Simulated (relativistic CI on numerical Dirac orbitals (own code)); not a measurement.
Method of calculation: Dirac-Coulomb-Breit CI, separate exchange-only KLI orbitals for each configuration, a model potential for QED, unscaled Slater integrals (own radial code, finite nucleus).

The strongest absorption lines from the ground level of an ion, among the configurations computed and to levels below about 4480 eV (vacuum wavelength in Å, gf): 2.7808 (0.13), 2.7918 (0.055), 3.5058 (0.0044), 3.6473 (0.087), 3.6821 (0.38), 3.7218 (0.25), 46.551 (0.14), 132.89 (0.0074).

(1) Which ion is it?
A. In⁴⁵⁺
B. Tc³⁹⁺
C. Tc³⁷⁺
D. Tc⁴¹⁺

Answers

(1) B. Tc³⁹⁺ has 4 electrons and the ground level 2s² ¹S0; the strongest line goes to 2s3p ¹P°1. The pattern of lines fixes the number of electrons, and along that sequence the line energies rise steadily with the charge (about as its square where n changes within one kind of shell, about linearly where n is kept but much faster in heavy ions where fine structure, which grows about as Z⁴, sets the gap, and irregularly where shells cross), which fixes Z. Configurations outside the model, such as inner-shell arrays, can give stronger lines. At this charge energies of transitions that change n are usually good to better than 1 %, and those within a shell (Δn = 0) to a few per cent.

LS names give the leading component of a level, which can be under half, so a name can repeat, a term be missing and a line seem to break the LS rules.
